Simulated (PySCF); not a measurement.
An unknown is described by computed data only.

Formula: C5H5N3.

- 1H NMR: chemical shifts (computed TMS as zero) by class: 7.91 (1 H), 7.89 (1 H), 5.30 (2 H), 1.95 (1 H) ppm [GIAO PBE0/pcSseg-1]
- UV, first state: lowest singlet excitation: 5.67 eV (219 nm, f = 0.004) [TDDFT PBE0/def2-SVPD]
- Dipole: 4.42 D [PBE0/def2-SVPD]
- 13C NMR: chemical shifts (computed TMS as zero) by class: 139.3 (1 C), 129.3 (1 C), 83.1 (1 C), 82.2 (1 C), 40.5 (1 C) ppm [GIAO PBE0/pcSseg-1]
- Rotational structure: rotational constants A, B, C: 6.062, 1.412, 1.250 GHz [GFN2-xTB]
- Polarisability: 73.5 au [PBE0/def2-SVPD]

The electronic properties come from PySCF, for the isolated species, density fitting. Levels stand in brackets. One conformer (not necessarily the lowest) at the GFN2-xTB geometry, without solvent, vibrations or thermal averaging. NMR values are class means; diastereotopic atoms form classes of their own.

Q: Propose a structure and show how it fits.

A: Numbering: `[CH:1]#[C:2][CH2:3][n:4]1[cH:5][cH:6][n:7][n:8]1`. Its formula, C5H5N3, gives 5 degrees of unsaturation: 1 ring and 4 π bonds in the structure found (Kekulé form). 5 carbons fall into 5 classes; from least to most shielded: aromatic CH next to a ring nitrogen [C6] (139.3 ppm), aromatic CH next to a ring nitrogen [C5] (129.3 ppm), alkyne carbon [C2] (83.1 ppm), terminal alkyne carbon [C1] (82.2 ppm), chain sp3 carbon bound to nitrogen [C3] (40.5 ppm). Hydrogen classes from least to most shielded: 1 H on an aromatic CH next to a ring nitrogen, C5 (7.91 ppm), 1 H on an aromatic CH next to a ring nitrogen, C6 (7.89 ppm), 2 H on an sp3 carbon bound to nitrogen, C3 (5.30 ppm, a mean of values up to 0.6 ppm apart in this geometry), 1 H on a terminal alkyne carbon, C1 (1.95 ppm). S1 is mainly HOMO→LUMO (weight 0.91); the largest Löwdin shares of the orbital it empties are 0.48 on a pyridine-type nitrogen, 0.26 on a pyridine-type nitrogen, 0.10 on an aromatic CH next to a ring nitrogen and 0.09 on the pyrrole-type nitrogen, of the orbital it fills 0.21 on a pyridine-type nitrogen, 0.17 on the pyrrole-type nitrogen, 0.16 on an aromatic CH next to a ring nitrogen and 0.11 on a pyridine-type nitrogen. The optimised geometry has point group C1 and is an asymmetric top. Structure: `C#CCn1ccnn1`. Computed isomers that give other values at the same levels: `C#Cc1cnnn1C` (13C chemical shifts (computed TMS as zero) by class: 144.6 (1 C), 126.2 (1 C), 101.6 (1 C), 75.4 (1 C), 35.7 (1 C) ppm); `C=Cc1cncnn1` (13C chemical shifts (computed TMS as zero) by class: 162.2 (1 C), 161.3 (1 C), 152.7 (1 C), 136.7 (1 C), 133.3 (1 C) ppm); `C#Cc1nn[nH]c1C` (13C chemical shifts (computed TMS as zero) by class: 145.2 (1 C), 131.7 (1 C), 91.9 (1 C), 78.8 (1 C), 9.9 (1 C) ppm). The assignments are read from this structure; whether some other isomer fits the data as well wasn't checked.

Conformer computed: `[CH:1]#[C:2][CH2:3][n:4]1[cH:5][cH:6][n:7][n:8]1`: C2–C3–N4–C5 -53°.
